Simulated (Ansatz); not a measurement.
`COc1ccc(-c2cc(C)c(-c3cc(C)c(-c4cc(C)c(-c5cc(C)c(-c6cc(C)c(-c7cc(C)c(-c8ccc(C(F)=C(F)F)cc8)s7)s6)s5)s4)s3)s2)cc1`, relaxed as a singlet with RKS PBE-D4/def2-SVP in Ansatz, starting from the GFN2-xTB geometry. Force threshold 0.03 eV/Å.

Single mean-field runs in def2-SVP are fitted with def2-universal-jkfit.

Start:

```xyz
90

C   -15.075   -5.440    6.818
O   -14.150   -5.784    5.816
C   -12.980   -5.093    5.735
C   -12.113   -5.469    4.704
C   -10.909   -4.829    4.530
C   -10.520   -3.779    5.370
C    -9.274   -3.074    5.169
C    -8.854   -1.916    5.773
C    -7.601   -1.447    5.347
C    -6.985   -0.206    5.900
C    -7.033   -2.264    4.388
C    -5.798   -2.111    3.696
C    -5.135   -3.021    2.905
C    -3.947   -2.544    2.329
C    -3.066   -3.362    1.448
C    -3.693   -1.226    2.660
C    -2.659   -0.331    2.269
C    -2.643    1.019    2.533
C    -1.526    1.705    2.043
C    -1.420    3.189    2.180
C    -0.634    0.864    1.396
C     0.624    1.206    0.818
C     1.386    2.316    1.099
C     2.571    2.421    0.359
C     3.509    3.567    0.536
C     2.750    1.362   -0.513
C     3.818    1.124   -1.421
C     4.030    0.016   -2.211
C     5.175    0.078   -3.019
C     5.598   -1.025   -3.929
C     5.868    1.264   -2.860
C     7.039    1.763   -3.501
C     7.723    2.910   -3.170
C     8.791    3.224   -4.028
C     9.679    4.402   -3.784
C     8.932    2.307   -5.046
C     9.803    2.315   -6.202
C    10.253    1.116   -6.763
C    10.982    1.109   -7.929
C    11.294    2.305   -8.583
C    12.024    2.244   -9.839
F    12.556    1.039  -10.151
C    12.225    3.201  -10.751
F    12.904    3.018  -11.878
F    11.782    4.451  -10.677
C    10.878    3.510   -8.010
C    10.149    3.511   -6.841
S     7.761    1.020   -4.898
S     5.086    2.288   -1.684
S     1.415    0.233   -0.396
S    -1.233   -0.779    1.376
S    -4.926   -0.605    3.727
S    -8.072   -3.623    4.033
C   -11.389   -3.421    6.404
C   -12.597   -4.063    6.589
H   -15.410   -4.402    6.722
H   -14.667   -5.598    7.822
H   -15.927   -6.102    6.671
H   -12.417   -6.269    4.048
H   -10.251   -5.133    3.728
H    -9.438   -1.389    6.506
H    -7.031    0.601    5.169
H    -7.518    0.106    6.794
H    -5.938   -0.365    6.152
H    -5.506   -4.019    2.746
H    -2.921   -2.870    0.487
H    -3.506   -4.340    1.280
H    -2.083   -3.491    1.901
H    -3.440    1.509    3.066
H    -2.415    3.606    2.325
H    -0.981    3.632    1.289
H    -0.814    3.460    3.045
H     1.122    3.028    1.856
H     3.571    4.160   -0.376
H     4.513    3.216    0.771
H     3.161    4.207    1.342
H     3.363   -0.827   -2.194
H     5.614   -0.689   -4.967
H     6.603   -1.365   -3.675
H     4.910   -1.862   -3.845
H     7.451    3.518   -2.324
H    10.654    4.267   -4.248
H     9.227    5.315   -4.176
H     9.816    4.533   -2.712
H    10.014    0.182   -6.277
H    11.308    0.171   -8.354
H    11.110    4.451   -8.483
H     9.804    4.450   -6.440
H   -11.119   -2.629    7.086
H   -13.234   -3.752    7.403
```

Task: Estimate the energy that the relaxation releases and the steps that it takes.

Result: 79.9 kJ/mol, in 25 steps; 2.4 min on 11 threads of AMD EPYC 7R13 on a shared host and a whole NVIDIA H100 80GB HBM3. The force fell under the threshold at step 7, but the optimiser went on and released 0.077 eV more. No frequencies were taken in this run, so the end may be a saddle point.

Task: Does the start keep its bonding and symmetry?

Result: By distances, no bond broke or formed. The bond that changes most is C34–C36, from 1.38 to 1.40 Å (atoms count from 1).

Task: Predict the relaxed structure.

Result: 
```xyz
90

C   -14.475   -6.818    6.459
O   -13.480   -6.943    5.461
C   -12.504   -5.997    5.398
C   -11.539   -6.164    4.381
C   -10.503   -5.245    4.235
C   -10.378   -4.124    5.096
C    -9.295   -3.156    4.946
C    -9.138   -1.909    5.544
C    -7.955   -1.211    5.178
C    -7.606    0.150    5.708
C    -7.172   -1.944    4.267
C    -5.919   -1.626    3.634
C    -5.208   -2.393    2.707
C    -3.993   -1.819    2.257
C    -3.087   -2.486    1.262
C    -3.749   -0.565    2.849
C    -2.661    0.360    2.681
C    -2.492    1.607    3.293
C    -1.316    2.304    2.925
C    -0.970    3.669    3.448
C    -0.542    1.579    2.000
C     0.696    1.933    1.355
C     1.645    2.903    1.691
C     2.763    2.968    0.818
C     3.895    3.937    1.009
C     2.685    2.023   -0.220
C     3.588    1.735   -1.303
C     3.474    0.730   -2.268
C     4.518    0.696   -3.226
C     4.576   -0.309   -4.341
C     5.475    1.702   -3.000
C     6.687    2.027   -3.709
C     7.643    2.990   -3.375
C     8.730    3.098   -4.283
C     9.876    4.046   -4.058
C     8.618    2.192   -5.349
C     9.505    1.942   -6.483
C     9.595    0.655   -7.072
C    10.426    0.407   -8.163
C    11.224    1.436   -8.722
C    12.080    1.108   -9.858
F    12.011   -0.170  -10.304
C    12.947    1.906  -10.533
F    13.674    1.491  -11.556
F    13.166    3.185  -10.253
C    11.136    2.728   -8.145
C    10.295    2.971   -7.059
S     7.159    1.233   -5.198
S     5.043    2.670   -1.602
S     1.203    1.089   -0.097
S    -1.296    0.040    1.627
S    -5.043   -0.140    3.956
S    -7.931   -3.484    3.903
C   -11.351   -3.977    6.112
C   -12.401   -4.890    6.266
H   -15.056   -5.874    6.351
H   -14.043   -6.854    7.484
H   -15.159   -7.677    6.329
H   -11.633   -7.030    3.709
H    -9.773   -5.390    3.423
H    -9.881   -1.482    6.232
H    -7.491    0.895    4.892
H    -8.395    0.518    6.392
H    -6.648    0.143    6.270
H    -5.569   -3.370    2.354
H    -2.943   -1.864    0.353
H    -3.506   -3.459    0.942
H    -2.077   -2.674    1.683
H    -3.230    2.019    3.997
H    -1.839    4.125    3.961
H    -0.654    4.350    2.631
H    -0.135    3.631    4.181
H     1.559    3.540    2.579
H     3.987    4.638    0.152
H     4.873    3.419    1.103
H     3.742    4.543    1.924
H     2.636    0.018   -2.277
H     4.510    0.177   -5.338
H     5.527   -0.882   -4.330
H     3.742   -1.031   -4.262
H     7.566    3.602   -2.464
H    10.840    3.617   -4.394
H     9.735    5.005   -4.602
H     9.967    4.296   -2.982
H     9.008   -0.173   -6.647
H    10.476   -0.603   -8.592
H    11.721    3.559   -8.559
H    10.224    3.994   -6.670
H   -11.281   -3.133    6.814
H   -13.129   -4.733    7.073
```
Bond lengths: 45 × C–C 1.36 to 1.50 Å; 12 × C–S 1.75 to 1.76 Å; 3 × C–F 1.32 to 1.36 Å; 2 × C–O 1.36 to 1.41 Å; 35 × C–H 1.10 to 1.11 Å.
